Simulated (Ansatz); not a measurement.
Molecule: AgCl, charge 1, multiplicity 2. The spin state was set by rule; other spins were not relaxed. 
Geometry from a B3LYP-D3(BJ)/def2-TZVP (Ansatz, a program for electronic structure) optimisation:
```
Ag
Cl 1 2.4552
```
Charge +1, spin multiplicity 2.

Total electronic energies in hartree. Cores are frozen in the correlated levels unless marked. UHF or UKS for open shells. Spin-orbit coupling is left out. The frozen core is the preceding noble-gas configuration, with the filled d and f shells of earlier blocks. In def2 rows, elements after Kr have scalar-relativistic effective core potentials. STO-3G rows are all-electron and non-relativistic. CBS(X,Y): correlation extrapolated as X^-3; Hartree-Fock from the larger set.

```tsv
level	program	energy (Eh)
RI-HF/def2-TZVPP	Ansatz	-605.36730
RI-HF/def2-QZVPP	Ansatz	-605.38195
RI-HF/def2-QZVPPD	Ansatz	-605.38200
PBE-D3(BJ)/def2-TZVPD	Ansatz + dftd3	-606.68963
BLYP/def2-TZVPD	Ansatz	-606.83617
r2SCAN/def2-TZVPD	Ansatz	-606.88242
r2SCAN-D4/def2-TZVPD	Ansatz + dftd4	-606.88263
B3LYP-D3(BJ)/def2-TZVPD	Ansatz + dftd3	-606.93726
B3LYP-D4/def2-TZVPD	Ansatz + dftd4	-606.93669
B3LYP/def2-TZVPD	Ansatz	-606.93470
PBE0/STO-3G	Ansatz	…
PBE0/def2-SVP	Ansatz	-606.52000
PBE0-D4/def2-TZVPD	Ansatz + dftd4	-606.71297
PBE0/def2-TZVPD	Ansatz	-606.71198
BHLYP-D3(BJ)/def2-TZVPD	Ansatz + dftd3	-606.78700
LC-wPBE-D3(BJ)/def2-TZVPD	Ansatz + dftd3	-606.76785
B2GP-PLYP-D4/def2-TZVPD	Ansatz + dftd4	-606.44939
MP2/def2-TZVPPD	Ansatz	-605.89343
MP2/def2-QZVPP	Ansatz	-605.95642
CCSD/CBS(def2-TZVPPD,def2-QZVPPD)	Ansatz	-605.9774
CCSD(T)/STO-3G	Ansatz	-5601.01236
CCSD(T)/def2-QZVPP	Ansatz	-605.96956
CCSD(T)/CBS(def2-TZVPPD,def2-QZVPPD)	Ansatz	-606.0043
```

Task: What belongs in the gaps?

Result: 
- PBE0/STO-3G, energy (Eh): -5603.03546
